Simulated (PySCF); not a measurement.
BaF$_{2}$ (SMILES [F][Ba][F]), singlet, geometry from GFN2-xTB (such geometries of metal compounds can be far from the true shape) (core potentials on Ba). Base run: PySCF with HF/def2-SVP.

PySCF was given this input:
```python
from pyscf import gto, scf

mol = gto.M(
    atom='''
Ba    0.186502    0.201273    0.186544
F    -0.800480    0.585927   -1.667966
F    -0.359974   -1.838290    0.507245
''',
    basis='def2-svp',
    ecp={'Ba': 'def2-svp'},
    charge=0,
    spin=0,
    verbose=4,
)

mf = scf.RHF(mol)
mf.kernel()
```

Each row names what was changed in the base input (with any setting that the change needs).

```json
[
 {"change": "base", "E (Eh)": "-223.91618", "HOMO (eV)": "-12.65", "HOMO-LUMO gap (eV)": "12.53", "dipole (D)": "8.67", "core-seconds (rough)": "0.6"},
 {"change": "functional = blyp", "E (Eh)": "-225.08161", "HOMO (eV)": "-6.19", "HOMO-LUMO gap (eV)": "4.30", "dipole (D)": "6.86", "core-seconds (rough)": "3"},
 {"change": "functional = m06", "E (Eh)": "-225.03425", "HOMO (eV)": "-8.18", "HOMO-LUMO gap (eV)": "6.06", "dipole (D)": "7.63", "core-seconds (rough)": "4"},
 {"change": "functional = b97m_v", "E (Eh)": "-225.04420", "HOMO (eV)": "-6.74", "HOMO-LUMO gap (eV)": "5.00", "dipole (D)": "7.43", "core-seconds (rough)": "70"},
 {"change": "functional = mn15", "E (Eh)": "-224.90857", "HOMO (eV)": "-8.78", "HOMO-LUMO gap (eV)": "8.40", "dipole (D)": "7.58", "core-seconds (rough)": "4"},
 {"change": "functional = b3lyp; dispersion = d3bjm", "E (Eh)": "-225.13033", "HOMO (eV)": "-7.77", "HOMO-LUMO gap (eV)": "6.14", "dipole (D)": "7.36", "core-seconds (rough)": "3"},
 {"change": "functional = b97-1", "E (Eh)": "-225.04918", "HOMO (eV)": "-7.72", "HOMO-LUMO gap (eV)": "6.35", "dipole (D)": "7.41", "core-seconds (rough)": "3"},
 {"change": "functional = lda,vwn", "E (Eh)": "-223.78662", "HOMO (eV)": "-6.53", "HOMO-LUMO gap (eV)": "4.63", "dipole (D)": "6.77", "core-seconds (rough)": "2"},
 {"change": "functional = wb97x_v", "E (Eh)": "-225.02794", "HOMO (eV)": "-10.36", "HOMO-LUMO gap (eV)": "10.22", "dipole (D)": "7.76", "core-seconds (rough)": "70"},
 {"change": "functional = camb3lyp", "E (Eh)": "-225.03469", "HOMO (eV)": "-9.44", "HOMO-LUMO gap (eV)": "8.53", "dipole (D)": "7.62", "core-seconds (rough)": "5"},
 {"change": "functional = blyp; dispersion = d3zero", "E (Eh)": "-225.08184", "HOMO (eV)": "-6.19", "HOMO-LUMO gap (eV)": "4.30", "dipole (D)": "6.86", "core-seconds (rough)": "3"},
 {"change": "functional = m06l", "E (Eh)": "-225.10142", "HOMO (eV)": "-6.46", "HOMO-LUMO gap (eV)": "4.91", "dipole (D)": "7.50", "core-seconds (rough)": "4"},
 {"change": "functional = scan", "E (Eh)": "-225.07528", "HOMO (eV)": "-6.63", "HOMO-LUMO gap (eV)": "5.28", "dipole (D)": "7.28", "core-seconds (rough)": "4"}
]
```

Totals shift with the method and basis; they matter in differences.
